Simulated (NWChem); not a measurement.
System: AlBr$_{2}$F; SMILES [F][Al]([Br])[Br]

Input file for NWChem:

```
start job
memory heap 200 mb stack 900 mb global 1100 mb
geometry units angstroms noautosym nocenter noautoz
  Al     0.000000     0.000000     0.650280
  F      0.000000     0.000000     2.303657
  Br    -1.948136     0.000000    -0.422465
  Br     1.948136     0.000000    -0.422465
end
basis spherical
  Al library 6-31g*
  F library 6-31g*
  Br library 6-31g*
end
dft
  xc hfexch
  iterations 150
end
property
  shielding 3 1 2 3
end
task dft property
```

Output (shortened):

```
             Northwest Computational Chemistry Package (NWChem) 7.3.0
             --------------------------------------------------------

                             Geometry "geometry" -> ""
                             -------------------------

 Output coordinates in angstroms (scale by  1.889725989 to convert to a.u.)

  No.       Tag          Charge          X              Y              Z
 ---- ---------------- ---------- -------------- -------------- --------------
    1 Al                  13.0000     0.00000000     0.00000000     0.65028000
    2 F                    9.0000     0.00000000     0.00000000     2.30365700
    3 Br                  35.0000    -1.94813600     0.00000000    -0.42246500
    4 Br                  35.0000     1.94813600     0.00000000    -0.42246500

 Effective nuclear repulsion energy (a.u.)     519.8472567182

  xc_inp: hfexch multiplicative factor not found.
                              NWChem Property Module
                              ----------------------

  itol2e modified to match energy
  convergence criterion.

                                 NWChem DFT Module
                                 -----------------

 Summary of "ao basis" -> "ao basis" (spherical)
 ------------------------------------------------------------------------------
       Tag                 Description            Shells   Functions and Types
 ---------------- ------------------------------  ------  ---------------------
 Al                          6-31g*                  8       18   4s3p1d
 F                           6-31g*                  6       14   3s2p1d
 Br                          6-31g*                 12       32   5s4p3d

  itol2e modified to match energy
  convergence criterion.

            General Information
            -------------------
          SCF calculation type: DFT
          Wavefunction type:  closed shell.
          No. of atoms     :     4
          No. of electrons :    92
           Alpha electrons :    46
            Beta electrons :    46
          Charge           :     0
          Spin multiplicity:     1
          Use of symmetry is: off; symmetry adaption is: off
          Maximum number of iterations: 150
          AO basis - number of functions:    96
                     number of shells:    38
          Convergence on energy requested:  1.00D-07
          Convergence on density requested:  1.00D-05
          Convergence on gradient requested:  5.00D-04

              XC Information
              --------------
                     Hartree-Fock (Exact) Exchange  1.000

[...]

          -----------------------------------------
          Chemical Shielding Tensors (GIAO, in ppm)
          -----------------------------------------

                                NWChem CPHF Module
                                ------------------

  scftype          =     RHF
  nclosed          =       46
  nopen            =        0
  variables        =     2300
  # of vectors     =        3
  tolerance        = 0.10D-03
  level shift      = 0.00D+00
  max iterations   =       50
  max subspace     =       30

 SCF residual:    5.5211341694671625E-005

Iterative solution of linear equations
  No. of variables     2300
  No. of equations        3
  Maximum subspace       30
        Iterations       50
       Convergence  1.0D-04

   iter   nsub   residual    time
   ----  ------  --------  ---------
     1      3    9.30D-01      34.3
     2      6    8.72D-02      37.2
     3      9    1.69D-02      40.2
     4     12    2.87D-03      43.2
     5     15    5.03D-04      46.1
     6     18    8.53D-05      49.1

      Atom:    1  Al
        Diamagnetic
    797.3747     -0.0000     -0.0000
     -0.0000    786.2277     -0.0000
     -0.0000     -0.0000    793.7490

        Paramagnetic
   -214.2946     -0.0000      0.0000
     -0.0000   -325.6021     -0.0000
      0.0000     -0.0000   -298.6557

        Total Shielding Tensor
    583.0801     -0.0000      0.0000
     -0.0000    460.6257     -0.0000
      0.0000     -0.0000    495.0933

           isotropic =     512.9330
          anisotropy =     105.2206

          Principal Components and Axis System
                 1           2           3
              583.0801    495.0933    460.6257

      1         1.0000      0.0000     -0.0000
      2        -0.0000     -0.0000      1.0000
      3         0.0000      1.0000     -0.0000

      Atom:    2  F
        Diamagnetic
    460.3347      0.0000     -0.0000
      0.0000    459.4368      0.0000
     -0.0000      0.0000    490.6135

        Paramagnetic
   -168.2736     -0.0000      0.0000
     -0.0000   -126.0506      0.0000
      0.0000      0.0000    -65.1998

        Total Shielding Tensor
    292.0611     -0.0000      0.0000
     -0.0000    333.3862      0.0000
      0.0000      0.0000    425.4137

           isotropic =     350.2870
          anisotropy =     112.6900

          Principal Components and Axis System
                 1           2           3
              425.4137    333.3862    292.0611

      1         0.0000     -0.0000      1.0000
      2         0.0000      1.0000     -0.0000
      3         1.0000      0.0000      0.0000

      Atom:    3  Br
        Diamagnetic
   3128.1253     -0.0000      4.2048
     -0.0000   3118.5549     -0.0000
      4.2048     -0.0000   3120.9907

        Paramagnetic
    -78.8424     -0.0000     52.4366
     -0.0000   -307.5495     -0.0000
     52.4366     -0.0000   -328.4617

        Total Shielding Tensor
   3049.2829     -0.0000     56.6414
     -0.0000   2811.0055     -0.0000
     56.6414     -0.0000   2792.5289

           isotropic =    2884.2724
          anisotropy =     265.4259

          Principal Components and Axis System
                 1           2           3
             3061.2230   2811.0055   2780.5888

      1         0.9785      0.0000     -0.2063
      2         0.0000      1.0000      0.0000
      3         0.2063      0.0000      0.9785
```

Level: Hartree-Fock/6-31G* (spherical d), GIAO. Structure relaxed at the PBE0/def2-SVP level. The printed shielding anisotropy is the first printed principal value minus the mean of the other two.
